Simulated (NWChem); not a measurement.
System: SiBrF, singlet; SMILES F[Si]Br

NWChem input:

```
start job
memory heap 200 mb stack 900 mb global 1100 mb
geometry units angstroms noautosym nocenter noautoz
  Si     0.644550    -1.160929     0.000000
  F     -0.768548    -1.946988     0.000000
  Br    -0.043758     1.020704     0.000000
end
basis spherical
  * library def2-svp
end
dft
  xc m06-2x
  iterations 150
end
cosmo
  do_cosmo_smd true
  solvent meg
end
task dft energy
```

NWChem printed, in part:

```
             Northwest Computational Chemistry Package (NWChem) 7.3.0
             --------------------------------------------------------

                             Geometry "geometry" -> ""
                             -------------------------

 Output coordinates in angstroms (scale by  1.889725989 to convert to a.u.)

  No.       Tag          Charge          X              Y              Z
 ---- ---------------- ---------- -------------- -------------- --------------
    1 Si                  14.0000     0.64455000    -1.16092900     0.00000000
    2 F                    9.0000    -0.76854800    -1.94698800     0.00000000
    3 Br                  35.0000    -0.04375800     1.02070400     0.00000000

 Effective nuclear repulsion energy (a.u.)     209.1459480380

                                 NWChem DFT Module
                                 -----------------

 Summary of "ao basis" -> "ao basis" (spherical)
 ------------------------------------------------------------------------------
       Tag                 Description            Shells   Functions and Types
 ---------------- ------------------------------  ------  ---------------------
 Si                         def2-svp                 8       18   4s3p1d
 F                          def2-svp                 6       14   3s2p1d
 Br                         def2-svp                12       32   5s4p3d

 in cosmo_initialize ...
 calling solv_data for solv:meg

 solvent parameters
 solvname_short: meg
 solvname_long:  1,2-ethanediol
 dielec:       40.2450
 dielecinf:     2.0501
 nonaqueous SMD model solvent descriptors
 dielec:       40.2450
 sola:          0.5800
 solb:          0.7800
 solc:          0.0000
 solg:         69.0700
 solh:          0.0000
 soln:          1.4318

          ---------------
          -cosmo- solvent
          ---------------
 Cosmo: York-Karplus, doi: 10.1021/jp992097l
 dielectric constant -eps-     =  40.24
 screen = (eps-1)/(eps    )    =   0.97515
 surface charge correction     = lagrangian

   van der Waals surface
 --------------------------

 ---------- ATOMIC COORDINATES (A.U.) ------------ VDWR(ANG.) --
     1    1.21802289   -2.19383770    0.00000000     2.470
     2   -1.45234513   -3.67927382    0.00000000     1.730
     3   -0.08269063    1.92885088    0.00000000     3.060
 number of segments per atom =        128
 number of   points per atom =        128
 atom (   nspa,  nppa )
 ----------------------
    1 (     68,     0 )       0
    2 (     58,     0 )       0
    3 (    104,     0 )       0
 number of -cosmo- surface points =      230
 molecular surface =    148.500 angstrom**2
 molecular volume  =    153.560 angstrom**3
 -lineq- algorithm             =   0
 -bem- low  level              =   3
 -bem- from -octahedral-
 gaussian surface charge width =   4.50000
 degree of switching           =   1.00000
 switching function tolerance  =   0.00010
 atomic radii =
 --------------
    1 14.000  2.470
    2  9.000  1.730
    3 35.000  3.060
 ...... end of -cosmo- initialization ......

 nat:                     3
 ixmem:                   608
 calling mnsol_interface()
 G(SMD-CDS) energy (kcal/mol)  =    -0.737
 SMD-CDS SASA (angstrom**2)    =   113.846

            General Information
            -------------------
          SCF calculation type: DFT
          Wavefunction type:  closed shell.
          No. of atoms     :     3
          No. of electrons :    58
           Alpha electrons :    29
            Beta electrons :    29
          Charge           :     0
          Spin multiplicity:     1
          Use of symmetry is: off; symmetry adaption is: off
          Maximum number of iterations: 150
          AO basis - number of functions:    64
                     number of shells:    26
          Convergence on energy requested:  1.00D-06
          Convergence on density requested:  1.00D-05
          Convergence on gradient requested:  5.00D-04

              XC Information
              --------------
                       M06-2X Method XC Functional
                     Hartree-Fock (Exact) Exchange  0.540
                        M06-2X Exchange Functional  1.000
                      M06-2X Correlation Potential  1.000

[...]

                                COSMO-SMD solvation results
                                ---------------------------

             internal energy in gas <Psi(g)|H|Psi(g)> =     -2963.072394092546
         internal energy in solvent <Psi(s)|H|Psi(s)> =     -2963.072059773711
                               delta internal energy  =         0.000334318835 (    0.21 kcal/mol)
   total free energy in solvent <Psi(s)|H+V/2|Psi(s)> =     -2963.075654167259
 polarization energy contribution <Psi(s)|V/2|Psi(s)> =        -0.003594393547 (   -2.26 kcal/mol)
    total free energy in solvent including G(SMD-CDS) =     -2963.076828788206
                       G(SMD-CDS) energy contribution =        -0.001174620948 (   -0.74 kcal/mol)
     1 M fixed-concentration free energy of solvation =        -0.004434695660 (   -2.78 kcal/mol)

                       DFT Final Molecular Orbital Analysis
                       ------------------------------------

 Vector   27  Occ=2.000000D+00  E=-3.669882D-01
              MO Center= -1.7D-03,  8.5D-01,  8.9D-09, r^2= 1.7D+00
   Bfn.  Coefficient  Atom+Function         Bfn.  Coefficient  Atom+Function
  ----- ------------  ---------------      ----- ------------  ---------------
    49      0.592254  3 Br pz                46      0.499069  3 Br pz
    43     -0.335314  3 Br pz                40      0.108882  3 Br pz
    13      0.097707  1 Si pz                10      0.084621  1 Si pz
    24      0.075427  2 F  pz                27     -0.062680  2 F  pz
    15      0.052469  1 Si d -1               7     -0.046188  1 Si pz

 Vector   28  Occ=2.000000D+00  E=-3.623520D-01
              MO Center=  3.3D-02,  8.1D-01, -1.5D-08, r^2= 1.9D+00
   Bfn.  Coefficient  Atom+Function         Bfn.  Coefficient  Atom+Function
  ----- ------------  ---------------      ----- ------------  ---------------
    47      0.498097  3 Br px                44      0.427459  3 Br px
    48      0.308797  3 Br py                41     -0.285840  3 Br px
    45      0.266230  3 Br py                42     -0.176928  3 Br py
    23     -0.113195  2 F  py                11      0.097033  1 Si px
    38      0.092780  3 Br px                 3      0.088275  1 Si s

 Vector   29  Occ=2.000000D+00  E=-3.183907D-01
              MO Center=  6.4D-01, -5.9D-01,  4.3D-09, r^2= 3.4D+00
   Bfn.  Coefficient  Atom+Function         Bfn.  Coefficient  Atom+Function
  ----- ------------  ---------------      ----- ------------  ---------------
     3      0.470497  1 Si s                  4      0.388574  1 Si s
    47     -0.315088  3 Br px                48      0.297446  3 Br py
     2      0.271893  1 Si s                 44     -0.244536  3 Br px
    45      0.239751  3 Br py                 8      0.217618  1 Si px
    22      0.179795  2 F  px                11      0.171231  1 Si px

 Vector   30  Occ=0.000000D+00  E=-5.721661D-02
              MO Center=  6.1D-01, -1.0D+00,  5.0D-09, r^2= 2.9D+00
   Bfn.  Coefficient  Atom+Function         Bfn.  Coefficient  Atom+Function
  ----- ------------  ---------------      ----- ------------  ---------------
    13      0.718189  1 Si pz                10      0.415470  1 Si pz
    49     -0.264825  3 Br pz                 7     -0.213971  1 Si pz
    27     -0.187639  2 F  pz                24      0.185771  2 F  pz
    46     -0.159093  3 Br pz                43      0.105898  3 Br pz
    61     -0.049716  3 Br d -1              40     -0.034239  3 Br pz

 Vector   31  Occ=0.000000D+00  E= 4.059432D-02
              MO Center=  7.2D-01, -1.1D+00,  9.6D-10, r^2= 3.7D+00
   Bfn.  Coefficient  Atom+Function         Bfn.  Coefficient  Atom+Function
  ----- ------------  ---------------      ----- ------------  ---------------
    12      1.041935  1 Si py                48      0.508403  3 Br py
    37     -0.423673  3 Br s                  9      0.355859  1 Si py
    47     -0.278142  3 Br px                21      0.243671  2 F  s
     3      0.240542  1 Si s                 36     -0.198487  3 Br s
     6     -0.183237  1 Si py                45      0.148928  3 Br py

 Vector   32  Occ=0.000000D+00  E= 6.919313D-02
              MO Center=  3.8D-01, -7.8D-01, -4.4D-09, r^2= 3.5D+00
   Bfn.  Coefficient  Atom+Function         Bfn.  Coefficient  Atom+Function
  ----- ------------  ---------------      ----- ------------  ---------------
    11      0.979247  1 Si px                21      0.496804  2 F  s
     4     -0.479827  1 Si s                 48     -0.469938  3 Br py
     3     -0.304619  1 Si s                  8      0.254349  1 Si px
    37      0.252903  3 Br s                 36      0.182736  3 Br s
     2     -0.175487  1 Si s                 26      0.172137  2 F  py

     Multipole analysis of the density
     ---------------------------------

     L   x y z        total         alpha         beta         nuclear
     -   - - -        -----         -----         ----         -------
     0   0 0 0     -0.000000    -29.000000    -29.000000     58.000000

     1   1 0 0      0.575424     -0.255809     -0.255809      1.087042
     1   0 1 0     -0.485212     -2.083900     -2.083900      3.682588
     1   0 0 1      0.000000      0.000000      0.000000      0.000000

     2   2 0 0    -27.631387    -33.812291    -33.812291     39.993195
     2   1 1 0     -1.752124     -3.425926     -3.425926      5.099729
     2   1 0 1      0.000000      0.000000      0.000000      0.000000
     2   0 2 0    -27.464778   -173.447757   -173.447757    319.430736
     2   0 1 1     -0.000000     -0.000000     -0.000000      0.000000
     2   0 0 2    -24.927352    -12.463676    -12.463676      0.000000
```

Level: M06-2X/def2-SVP, SMD on the gas-phase geometry. Low-valent species are run as closed-shell singlets; no triplet was tried in these runs. Geometry: optimised at B3LYP/6-31G* (spherical d). Solvent: ethylene glycol.
